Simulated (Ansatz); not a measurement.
These are Ansatz (an electronic-structure program) with PBE-D3(BJ)/def2-TZVP values and carry that method's errors. No frequencies were computed at this level.

Ansatz 0.2 input:
```yaml
crystal:
  periodic: [false, false, false]
  atoms:
    - { symbol: C, position_ang: [-1.051731, -0.24214, -0.003293] }
    - { symbol: C, position_ang: [0.069856, 0.455969, 0.127914] }
    - { symbol: B, position_ang: [1.474325, -0.100563, -0.123521] }
    - { symbol: O, position_ang: [2.572165, -0.520376, -0.315085] }
    - { symbol: H, position_ang: [-2.021929, 0.190473, 0.18455] }
    - { symbol: H, position_ang: [-1.044748, -1.277123, -0.304429] }
    - { symbol: H, position_ang: [0.002062, 1.493763, 0.433863] }
basis:
  gaussian: { orbitals: def2-tzvp }
hamiltonian:
  xc: pbe
  dispersion: d3bj
relax:
  max_steps: 150
```

Output:

```
Functional definition: PBE
812 factors; their error is unknown
mean field evaluation 1: about -4830.3718 eV, gradient 7.9e1 eV
mean field evaluation 2: about -4788.1216 eV, gradient 1.5e2 eV
mean field evaluation 4: about -4842.4603 eV, gradient 8.5e0 eV
mean field evaluation 8: about -4842.6441 eV, gradient 1.8e-1 eV
mean field evaluation 16: about -4842.6220 eV, gradient 4.9e-3 eV
mean field -4842.62199312 eV, -177.9630758002 hartree, gradient 3.5e-5 eV, S^2 0.000000; 0 other end points of the search recorded, 0 dependent functions left out
reference -4842.62203176 eV, -177.9630772200 hartree; 14, 14 occupied and 128, 128 virtual orbitals, 812 factors
relax step   1: F+E_penalty+E_count = -4842.73578693 eV  Δ(F+E_penalty+E_count) = +0.000e0 eV  max|allowed force component| = 2.501e0 eV/Å  Δτ_max = 0.0000 Å  (29 SCF iters, accepted)
these checks for a lower state are left out or cut short: starts, cluster_reference, orbital_swaps, neighbouring_geometries, increment
812 factors; their error is unknown
mean field -4842.66935909 eV, -177.9648164674 hartree, gradient 2.0e-5 eV, S^2 0.000000; 0 other end points of the search recorded, 0 dependent functions left out
reference -4842.66939774 eV, -177.9648178878 hartree; 14, 14 occupied and 128, 128 virtual orbitals, 812 factors
relax step   2: F+E_penalty+E_count = -4842.78287410 eV  Δ(F+E_penalty+E_count) = -4.709e-2 eV  max|allowed force component| = 5.092e-1 eV/Å  Δτ_max = 0.0162 Å  (33 SCF iters, accepted)
these checks for a lower state are left out or cut short: starts, cluster_reference, orbital_swaps, neighbouring_geometries, increment
812 factors; their error is unknown
mean field evaluation 32: about -4842.6723 eV, gradient 2.2e-5 eV
mean field -4842.67234173 eV, -177.9649260774 hartree, gradient 2.2e-5 eV, S^2 0.000000; 0 other end points of the search recorded, 0 dependent functions left out
reference -4842.67238038 eV, -177.9649274978 hartree; 14, 14 occupied and 128, 128 virtual orbitals, 812 factors
relax step   3: F+E_penalty+E_count = -4842.78588640 eV  Δ(F+E_penalty+E_count) = -3.012e-3 eV  max|allowed force component| = 3.655e-2 eV/Å  Δτ_max = 0.0086 Å  (34 SCF iters, accepted)
these checks for a lower state are left out or cut short: starts, cluster_reference, orbital_swaps, neighbouring_geometries, increment
812 factors; their error is unknown
mean field -4842.67241521 eV, -177.9649287777 hartree, gradient 2.2e-5 eV, S^2 0.000000; 0 other end points of the search recorded, 0 dependent functions left out
reference -4842.67245385 eV, -177.9649301977 hartree; 14, 14 occupied and 128, 128 virtual orbitals, 812 factors
relax step   4: F+E_penalty+E_count = -4842.78601142 eV  Δ(F+E_penalty+E_count) = -1.250e-4 eV  max|allowed force component| = 2.558e-2 eV/Å  Δτ_max = 0.0050 Å  (34 SCF iters, accepted)
these checks for a lower state are left out or cut short: starts, cluster_reference, orbital_swaps, neighbouring_geometries, increment
812 factors; their error is unknown
mean field -4842.67249361 eV, -177.9649316587 hartree, gradient 2.2e-5 eV, S^2 0.000000; 0 other end points of the search recorded, 0 dependent functions left out
reference -4842.67253223 eV, -177.9649330782 hartree; 14, 14 occupied and 128, 128 virtual orbitals, 812 factors
relax step   5: F+E_penalty+E_count = -4842.78615381 eV  Δ(F+E_penalty+E_count) = -1.424e-4 eV  max|allowed force component| = 8.141e-3 eV/Å  Δτ_max = 0.0100 Å  (32 SCF iters, accepted)
812 factors; their error is unknown
mean field evaluation 64: about -4842.6933 eV, gradient 3.6e-2 eV
mean field -4842.67249361 eV, -177.9649316587 hartree, gradient 2.2e-5 eV, S^2 0.000000; 1 other end points of the search recorded, 0 dependent functions left out
reference -4842.67253223 eV, -177.9649330782 hartree; 14, 14 occupied and 128, 128 virtual orbitals, 812 factors
Total energy: -4842.78619244 eV, -177.9691100138 hartree
Atom 0 at    -1.048162    -0.247304    -0.004957 Å, force     0.008141    -0.001976    -0.001147 eV/Å
Atom 1 at     0.075023     0.475795     0.133447 Å, force    -0.004072     0.005269     0.001781 eV/Å
Atom 2 at     1.459514    -0.094743    -0.120649 Å, force    -0.003653    -0.000187     0.000084 eV/Å
Atom 3 at     2.572025    -0.547788    -0.323275 Å, force    -0.000089    -0.000139     0.000004 eV/Å
Atom 4 at    -2.032626     0.185973     0.183750 Å, force     0.000342    -0.001075    -0.000366 eV/Å
Atom 5 at    -1.025583    -1.295138    -0.310845 Å, force    -0.002711     0.000869     0.000504 eV/Å
Atom 6 at    -0.000190     1.523208     0.442529 Å, force     0.002043    -0.002763    -0.000860 eV/Å
Dipole moment:    -0.747297     0.221360     0.111999 e Å
```

Cost: about 18 core-seconds (a rough figure).
